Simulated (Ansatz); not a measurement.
The cluster Al₂Ga was relaxed with B3LYP-D4 (def2-TZVP) in Ansatz in these states: neutral doublet, neutral quartet. The geometries follow in no particular order.

A:

```xyz
3

Al    1.2839   -0.4514   -1.0962
Al   -1.0875    1.3629    0.1166
Ga   -0.1964   -0.9115    0.9796
```

B:

```xyz
3

Al    0.186   -1.443    0.232
Al    1.131    0.940    0.085
Ga   -1.317    0.503   -0.318
```

Task: Judge from the bond lengths which geometry belongs to which state (an estimate).

Result: A is the neutral quartet (Al1–Al2 3.223 Å, Al2–Ga3 2.591 Å, Al1–Ga3 2.591 Å); B is the neutral doublet (Al1–Al2 2.567 Å, Al2–Ga3 2.519 Å, Al1–Ga3 2.520 Å).
